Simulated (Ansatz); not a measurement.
Born–Oppenheimer molecular dynamics of BF2H4NS (9 atoms, charge 0, multiplicity 1). It starts at the highest image of a converged band. Of that band: Neighbouring images differ by up to 1.6 eV, so the band resolves the path poorly. A vibrational analysis at the climbing image gives one clearly imaginary mode, 677i cm⁻¹: a first-order saddle point.

All numbers below come from RHF/6-31G* (Ansatz 0.2.0).

```
ensemble                      : NVE (velocity Verlet)
time step                     : 0.5 fs
steps asked                   : 200
starting velocities drawn for : 300 K
seed                          : 11728
```

Frames 0.5 fs apart, positions in Å, forces in eV/Å.

Velocities at 20.0 fs (Å/ps):

```
B 3.26 -10.66 9.45
N -3.04 -2.42 -0.58
H 7.02 7.65 17.73
H -4.57 -9.19 -5.42
F 2.85 2.10 -2.96
F -3.39 -2.83 -2.20
S 0.30 2.28 -0.35
H 13.99 4.14 22.12
H -8.58 86.52 -19.44
```

```xyz
9
Properties=species:S:1:pos:R:3:forces:R:3 time_fs=20.0 energy_less_start_eV=-0.394 T=735
B -0.080 -0.220 0.334 0.37 -1.11 1.18
N 0.059 0.210 1.712 0.91 -1.49 -1.48
H -0.666 0.027 2.341 -1.04 -0.26 0.60
H 0.922 -0.099 2.089 0.50 0.16 0.37
F 1.008 -0.354 -0.405 -0.32 0.40 0.13
F -1.200 -0.714 -0.131 -0.23 0.42 -0.19
S -0.375 2.708 0.332 -2.86 6.06 -6.09
H -1.548 2.974 0.913 0.17 0.01 -0.23
H -0.031 1.991 1.174 2.50 -4.19 5.71
9
Properties=species:S:1:pos:R:3:forces:R:3 time_fs=20.5 energy_less_start_eV=-0.214 T=546
B -0.078 -0.226 0.338 0.23 -1.07 0.95
N 0.057 0.208 1.712 0.87 -1.49 -1.29
H -0.664 0.031 2.350 -0.95 -0.23 0.46
H 0.921 -0.103 2.086 0.52 0.18 0.37
F 1.010 -0.353 -0.406 -0.40 0.38 0.23
F -1.202 -0.715 -0.132 -0.08 0.45 -0.12
S -0.375 2.709 0.332 -3.46 6.95 -7.47
H -1.541 2.977 0.924 0.12 0.05 -0.27
H -0.033 2.030 1.171 3.16 -5.23 7.14
9
Properties=species:S:1:pos:R:3:forces:R:3 time_fs=21.0 energy_less_start_eV=-0.235 T=570
B -0.076 -0.231 0.344 0.09 -1.03 0.66
N 0.056 0.207 1.712 0.76 -1.55 -0.93
H -0.664 0.034 2.361 -0.74 -0.17 0.21
H 0.920 -0.107 2.085 0.49 0.22 0.35
F 1.011 -0.352 -0.407 -0.49 0.35 0.34
F -1.204 -0.717 -0.133 0.07 0.47 -0.05
S -0.375 2.711 0.331 -3.52 6.74 -7.57
H -1.534 2.979 0.934 0.05 0.10 -0.29
H -0.026 2.055 1.185 3.30 -5.12 7.28
9
Properties=species:S:1:pos:R:3:forces:R:3 time_fs=21.5 energy_less_start_eV=-0.462 T=810
B -0.074 -0.237 0.349 -0.05 -1.01 0.34
N 0.055 0.205 1.711 0.64 -1.65 -0.45
H -0.666 0.036 2.372 -0.46 -0.11 -0.09
H 0.921 -0.110 2.084 0.40 0.27 0.32
F 1.012 -0.350 -0.409 -0.58 0.32 0.45
F -1.205 -0.718 -0.134 0.21 0.49 0.03
S -0.376 2.714 0.329 -2.99 5.52 -6.28
H -1.526 2.981 0.943 -0.04 0.14 -0.31
H -0.012 2.069 1.217 2.85 -3.96 6.00
9
Properties=species:S:1:pos:R:3:forces:R:3 time_fs=22.0 energy_less_start_eV=-0.755 T=1123
B -0.073 -0.243 0.354 -0.17 -0.99 -0.01
N 0.054 0.203 1.710 0.53 -1.77 0.08
H -0.669 0.038 2.383 -0.17 -0.05 -0.41
H 0.923 -0.113 2.085 0.28 0.32 0.27
F 1.014 -0.349 -0.410 -0.66 0.29 0.56
F -1.207 -0.719 -0.135 0.36 0.51 0.11
S -0.377 2.716 0.327 -2.09 3.85 -4.18
H -1.518 2.984 0.952 -0.12 0.17 -0.31
H 0.009 2.073 1.263 2.04 -2.33 3.88
9
Properties=species:S:1:pos:R:3:forces:R:3 time_fs=22.5 energy_less_start_eV=-0.964 T=1351
B -0.071 -0.250 0.359 -0.29 -0.97 -0.36
N 0.053 0.201 1.709 0.46 -1.88 0.62
H -0.672 0.041 2.393 0.10 -0.01 -0.70
H 0.925 -0.115 2.086 0.15 0.37 0.22
F 1.015 -0.348 -0.411 -0.75 0.26 0.67
F -1.209 -0.720 -0.136 0.50 0.52 0.19
S -0.378 2.720 0.325 -1.14 2.29 -1.99
H -1.511 2.987 0.960 -0.20 0.19 -0.31
H 0.035 2.071 1.318 1.16 -0.79 1.67
9
Properties=species:S:1:pos:R:3:forces:R:3 time_fs=23.0 energy_less_start_eV=-1.030 T=1427
B -0.069 -0.256 0.364 -0.39 -0.93 -0.71
N 0.052 0.198 1.708 0.44 -1.96 1.10
H -0.675 0.043 2.401 0.32 0.02 -0.94
H 0.928 -0.116 2.087 0.00 0.42 0.16
F 1.016 -0.347 -0.413 -0.83 0.22 0.77
F -1.210 -0.721 -0.137 0.63 0.53 0.27
S -0.378 2.723 0.323 -0.32 1.12 -0.17
H -1.504 2.991 0.967 -0.26 0.21 -0.30
H 0.063 2.068 1.377 0.41 0.38 -0.18
9
Properties=species:S:1:pos:R:3:forces:R:3 time_fs=23.5 energy_less_start_eV=-0.973 T=1368
B -0.068 -0.263 0.369 -0.47 -0.88 -1.05
N 0.051 0.195 1.708 0.46 -2.01 1.49
H -0.677 0.045 2.407 0.47 0.03 -1.10
H 0.931 -0.116 2.089 -0.12 0.46 0.11
F 1.017 -0.345 -0.414 -0.90 0.19 0.87
F -1.212 -0.722 -0.139 0.75 0.53 0.35
S -0.379 2.726 0.320 0.30 0.34 1.15
H -1.498 2.995 0.974 -0.32 0.21 -0.29
H 0.093 2.065 1.436 -0.17 1.13 -1.53
9
Properties=species:S:1:pos:R:3:forces:R:3 time_fs=24.0 energy_less_start_eV=-0.842 T=1227
B -0.066 -0.270 0.374 -0.54 -0.82 -1.35
N 0.050 0.191 1.707 0.53 -2.02 1.75
H -0.679 0.047 2.411 0.53 0.02 -1.17
H 0.933 -0.115 2.091 -0.22 0.48 0.07
F 1.018 -0.344 -0.415 -0.97 0.14 0.96
F -1.213 -0.723 -0.140 0.85 0.53 0.42
S -0.380 2.730 0.318 0.75 -0.12 2.04
H -1.493 3.000 0.980 -0.35 0.21 -0.27
H 0.122 2.065 1.491 -0.58 1.57 -2.45
9
Properties=species:S:1:pos:R:3:forces:R:3 time_fs=24.5 energy_less_start_eV=-0.685 T=1057
B -0.065 -0.277 0.379 -0.58 -0.75 -1.61
N 0.050 0.187 1.707 0.63 -1.99 1.88
H -0.678 0.050 2.411 0.51 0.00 -1.14
H 0.935 -0.113 2.093 -0.28 0.48 0.05
F 1.018 -0.343 -0.416 -1.03 0.10 1.04
F -1.214 -0.724 -0.141 0.94 0.52 0.48
S -0.381 2.733 0.315 1.05 -0.38 2.62
H -1.489 3.005 0.985 -0.36 0.21 -0.27
H 0.150 2.069 1.540 -0.87 1.81 -3.06
9
Properties=species:S:1:pos:R:3:forces:R:3 time_fs=25.0 energy_less_start_eV=-0.536 T=893
B -0.064 -0.284 0.383 -0.61 -0.66 -1.81
N 0.049 0.183 1.708 0.76 -1.95 1.85
H -0.677 0.052 2.409 0.39 -0.04 -1.02
H 0.936 -0.110 2.095 -0.29 0.48 0.05
F 1.019 -0.341 -0.416 -1.08 0.06 1.10
F -1.216 -0.725 -0.141 1.01 0.51 0.54
S -0.382 2.736 0.313 1.24 -0.51 3.00
H -1.485 3.010 0.989 -0.36 0.20 -0.26
H 0.176 2.077 1.582 -1.07 1.91 -3.44
9
Properties=species:S:1:pos:R:3:forces:R:3 time_fs=25.5 energy_less_start_eV=-0.414 T=760
B -0.063 -0.292 0.387 -0.62 -0.55 -1.96
N 0.049 0.179 1.708 0.92 -1.89 1.68
H -0.675 0.054 2.405 0.20 -0.08 -0.82
H 0.937 -0.106 2.098 -0.27 0.46 0.06
F 1.019 -0.340 -0.417 -1.12 0.01 1.16
F -1.217 -0.726 -0.142 1.06 0.49 0.58
S -0.383 2.740 0.311 1.37 -0.56 3.25
H -1.482 3.016 0.993 -0.34 0.18 -0.27
H 0.199 2.090 1.616 -1.21 1.95 -3.68
```

Of the whole run (100 fs, mean temperature of the second half 1585 K): The conserved energy stayed within 1.4 meV per atom of its start (net change 0.1 meV per atom), so the integration is sound. The system heated up, since it started high on the potential surface and ran downhill. A run of 0.1 ps of so small a system gives no equilibrium averages. The orbitals stay closed-shell, which can raise the energy where a bond breaks towards radicals; this wasn't checked here.

The run took 5.6 min on 1 thread of Arm Neoverse V1 (shared host), peak memory 0.15 GiB.
